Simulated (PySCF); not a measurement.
Sn(H)2(Me)(OMe) (C₂H₈OSn), SMILES C[O][SnH2][CH3].

The structure is a stationary point at PBE-D3(BJ)/def2-SVP. The structure was generated by enumeration; whether it is a known compound was not checked. The def2 effective core potentials stand for the cores of Sn; spin–orbit coupling is left out. Other conformers were not sampled.

These are PBE-D3(BJ)/def2-SVP (PySCF) values and carry that method's errors.

Frequencies are harmonic and unscaled.

Computed vibrational spectrum:
```tsv
mode	ν (cm⁻¹)	IR (km/mol)	moving atoms (share of kinetic energy)
1	54	1.3	H 58 %, C 31 %, O 9 %
2	64	0.7	H 73 %, C 18 %
3	113	1.0	H 75 %, C 16 %
4	152	6.1	H 45 %, O 32 %, C 20 %
5	204	3.9	H 30 %, C 30 %, O 29 %, Sn 11 %
6	354	26.6	H 91 %
7	496	15.0	H 55 %, C 20 %, O 19 %
8	503	29.5	C 57 %, H 30 %, Sn 11 %
9	534	35.9	O 56 %, H 32 %, Sn 9 %
10	581	103.0	H 95 %
11	660	94.7	H 99 %
12	736	89.8	H 83 %, C 16 %
13	755	41.5	H 83 %, C 16 %
14	1091	177.1	O 49 %, C 44 %
15	1132	0.1	H 76 %, C 19 %
16	1152	1.9	H 72 %, C 21 %
17	1158	2.9	H 82 %, C 18 %
18	1381	2.4	H 95 %
19	1384	1.5	H 95 %
20	1414	3.8	H 95 %
21	1417	3.7	H 95 %
22	1429	38.4	H 91 %, C 9 %
23	1815	160.8	H 99 %
24	1873	157.4	H 99 %
25	2860	114.9	H 97 %
26	2910	71.2	H 91 %, C 9 %
27	2985	47.4	H 91 %, C 9 %
28	2991	3.2	H 98 %
29	3104	1.7	H 90 %, C 10 %
30	3112	1.0	H 90 %, C 10 %
```
